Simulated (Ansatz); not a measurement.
Two shapes of singlet Li2F2.

Shape 1:

```xyz
4

Li    1.1079    0.0376   -0.0328
Li   -1.1099    0.0329   -0.0373
F     0.0167    1.3138    0.0420
F     0.0039   -1.3052   -0.0482
```

Shape 2:

```xyz
4

Li    1.0163    0.0000    0.0000
Li   -1.0163    0.0000    0.0000
F     0.0000    1.1891    0.0000
F     0.0000   -1.1891    0.0000
```

Basis set: cc-pVDZ (spherical functions). Correlated methods keep 2 orbitals frozen. Charge 0, multiplicity 1.

Computed with Ansatz (development build ahead of 0.2.0); each method stands on the lowest determinant of its kind that the runs found.

Q: Which shape is lower in energy, and by how much in each method?

A:

```
 method  E(2) − E(1) (eV)
    RHF             0.690
RHF-MP2             0.798
```

Shape 1 is lower. Caution: no unrestricted run beside it, a lower state can exist.
